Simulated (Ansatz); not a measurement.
`[Cl][InH2]` + `O[SiH3]` → `[SiH3][O][InH2]` + HCl at 600 K and 1 bar (ligand exchange at the In–Cl bond).

Gas-phase electronic energies from Ansatz, PBE0-D4/def2-TZVP geometries. CCSD(T)/CBS adds triple-zeta CCSD(T) − MP2 to the extrapolated MP2 energy (def2 sets, frozen cores). This one scheme is used for every species. def2 core potentials past Kr. For In outer-core shells are correlated without core-valence functions, which leaves a few kJ/mol of doubt a bond.

| species | CCSD(T)/CBS energy (Eh) | H − E (kJ/mol) | S (J/(mol·K)) |
| --- | --- | --- | --- |
| `[Cl][InH2]` | -650.81839 | 65.0 | 319.0 |
| `O[SiH3]` | -366.69042 | 135.7 | 307.9 |
| `[SiH3][O][InH2]` | -557.10255 | 160.7 | 422.8 |
| HCl | -460.38127 | 35.4 | 207.2 |

H − E and S are ideal-gas, rigid-rotor, harmonic terms from PBE0-D4/def2-TZVP. 1 Eh = 2625.50 kJ/mol, R = 8.31446 J/(mol·K).

By hand: ΔE, ΔH, ΔS and ΔG.

ΔE = (-557.10255) + (-460.38127) − (-650.81839) − (-366.69042) = 0.02499 Eh = 65.6 kJ/mol. Δ(H − E) = 160.7 + 35.4 − 65.0 − 135.7 = -4.6, so ΔH = 61.0 kJ/mol. ΔS = 422.8 + 207.2 − 319.0 − 307.9 = 3.1 J/(mol·K). ΔG = 61.0 − 600 × (3.1)/1000 = 59.1 kJ/mol.

By hand: the equilibrium constant, and the temperature at which ΔG would vanish if ΔH and ΔS stayed fixed.

log₁₀ K = −ΔG/(RT ln 10) = -5.1. ΔG = 0 at ΔH/ΔS = 19677 K, far beyond where these terms or the molecules hold.

The number of gas molecules stays the same, so ΔS is small and ΔH decides. A doubt of 5 kJ/mol in ΔE shifts log₁₀ K by 0.4 here. Modes under 60 cm⁻¹, often nearly free rotors, make the harmonic entropy too high. These are equilibria of isolated gas molecules and say nothing of rates. Largest T1 diagnostic: 0.015 (customary marks: 0.02 for closed shells, 0.045 for open ones).
